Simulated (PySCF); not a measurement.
**Electron correlation in Rh⁺ (rhodium, charge +1)**

Starting occupation: [Kr] 4d8, 4d3/2 with m_j = -3/2, -1/2, +1/2, +3/2, 4d5/2 with m_j = -1/2, +1/2, +3/2, +5/2. Calculation: PySCF 2.14, in x2c-TZVPall-2c with one added diffuse shell each of s, p, d type (9s10p8d1f, 86 functions); X2C-1e with screened-nucleus spin-orbit coupling, Gaussian nucleus. Frozen: [Ar] 3d10; 16 electrons correlated; the 6 highest virtual spinors left out.

MP2 pair energies summed by pair of shells (mhartree):

```csv
pair,energy,share (%)
4d-4d,-167.37,41.3
4d-4p,-142.02,35.1
4p-4p,-48.05,11.9
4d-4s,-22.04,5.4
4p-4s,-21.85,5.4
4s-4s,-3.66,0.9
```

Total MP2 correlation energy: -404.99 mhartree.

The GHF reference relaxed away from the jj start to a determinant that is no pure jj level (⟨S²⟩ = 2.01, ⟨J²⟩ = 20.02); the energies belong to that determinant.

This basis was not built for core-valence correlation, so the inner-shell part is incomplete.
